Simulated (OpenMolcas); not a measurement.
Tm3+: moving or changing the point charges

Tm3+ among 6 point charges of -1.5 e arranged as a trigonal antiprism (D3d), 2.7 Å from the ion, with a polar angle of 56.4° against the regular 54.74°.
```
   0.0000    2.2483    1.4950  -1.50
  -1.9471   -1.1242    1.4950  -1.50
   1.9471   -1.1242    1.4950  -1.50
   0.0000   -2.2483   -1.4950  -1.50
   1.9471    1.1242   -1.4950  -1.50
  -1.9471    1.1242   -1.4950  -1.50
```

- Program: OpenMolcas 26.06
- Method: CASSCF
- Basis: ANO-RCC-VDZP [7s6p4d2f1g]
- Scalar Hamiltonian: DKH2, point nucleus
- Active space: 12 electrons in 7 orbitals (4f)
- State averaging: 2S+1 = 3 even, 21 roots; 2S+1 = 1 even, 27 roots kept (CI in the orbitals of an earlier block)
- Spin-orbit coupling: state interaction with AMFI integrals over the reference wave functions

Runs around this geometry, states (labels of D3, the rotations of D3d). Energies in cm-1 above the lowest state or level, χT in cm3 K/mol.

```tsv
R (Å)	q (e)	Ground state	First state of that spin	First gap with spin-orbit (degeneracies)	Width of lowest J	χT at 300 K
2.7	-0.75	3E	3E 63.7	0.2 (1, 1)	139	7.137
2.7	-1.5	3E	3E 127.1	0.5 (1, 1)	278	7.111
2.94	-1.5	3E	3E 94.5	0.2 (1, 1)	202	7.129
3.1	-1.5	3E	3E 78.5	0.1 (1, 1)	166	7.135
```

Taking the width of the lowest J multiplet as R^-n, n = -ln(166 / 278) / ln(3.1 / 2.7) = 3.7 between the shortest and longest distance.

Scaling the charges by -0.75 / -1.5 = 0.50 scales the width of the lowest J multiplet by 139 / 278 = 0.50; with fixed orbitals a first-order splitting would follow the charge.

Point charges carry no covalency, so the field is a model and not that of real ligands. No measured value stands beside these numbers.
